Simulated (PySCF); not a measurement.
C₃H₁₁NSi₂, SMILES [SiH2](N)CC([SiH3])=C.

The structure is a stationary point at PBE0-D3(BJ)/def2-SVP. This is a generated structure with no PubChem entry under its InChIKey; it may be hypothetical. Other conformers were not sampled.

Two levels are set side by side: TDA-PBE/def2-SVPD (PySCF) and TDA-PBE0/def2-SVPD (PySCF). Vertical, same geometry. The lowest singlet is HOMO→LUMO 74 %, HOMO−1→LUMO 25 % with PBE and HOMO→LUMO 60 %, HOMO−1→LUMO 27 % with the other functional; states are paired by order. Differences are taken from unrounded values.

| quantity | TDA-PBE |
|---|---|
| lowest singlet excitation (eV) | 4.73 |
| lowest triplet excitation (TDA) (eV) | 3.97 |

Task: These are the TDA-PBE values. What does TDA-PBE0 give? (The exact figures need the calculation; the answer reports its results.)

Result: 
```tsv
quantity	TDA-PBE0	TDA-PBE minus TDA-PBE0
lowest singlet excitation (eV)	6.02	-1.30
lowest triplet excitation (TDA) (eV)	3.93	0.05
```

A lower first singlet is the usual sign of a functional without exact exchange. Differences between two approximate levels are no errors against the true value.

Rough cost on one machine, each run with all the roots and properties that it gave: TDA-PBE0 against TDA-PBE about 3 times.
